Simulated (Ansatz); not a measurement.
`[CH3][Sn+]([CH3])[CH3]` at its PBE0-D4/def2-TZVP geometry, where that method's forces vanish. The species carries charge 1 and has multiplicity 1. Sn: def2 effective core potential.

```xyz
13

C     1.2559   -1.2006   -1.1563
Sn   -0.0161    0.0185    0.0031
C    -0.2239   -0.3950    2.0605
C    -1.0507    1.6173   -0.9014
H     0.9045   -2.2329   -1.0917
H     2.2625   -1.1561   -0.7344
H     1.2663   -0.8697   -2.1930
H    -0.5819   -1.4204    2.1765
H    -0.9178    0.3029    2.5248
H     0.7591   -0.3214    2.5314
H    -1.6775    1.2169   -1.7015
H    -0.3199    2.2959   -1.3473
H    -1.6606    2.1447   -0.1706
```

**Question.** What forces (eV/Å) does r2SCAN-D4/def2-TZVPP give on these atoms in Ansatz? (Best estimate.)

**Answer.** The calculation gave: 
```
C1   0.063 -0.055 -0.075
Sn2 -0.001  0.000  0.001
C3  -0.023 -0.008  0.110
C4  -0.061  0.087 -0.028
H5   0.010  0.024  0.005
H6  -0.025 -0.004 -0.004
H7  -0.001 -0.008  0.029
H8   0.015  0.020 -0.005
H9   0.020 -0.019 -0.015
H10 -0.020 -0.008 -0.014
H11  0.020  0.007  0.013
H12 -0.014 -0.020  0.004
H13  0.018 -0.016 -0.020
```
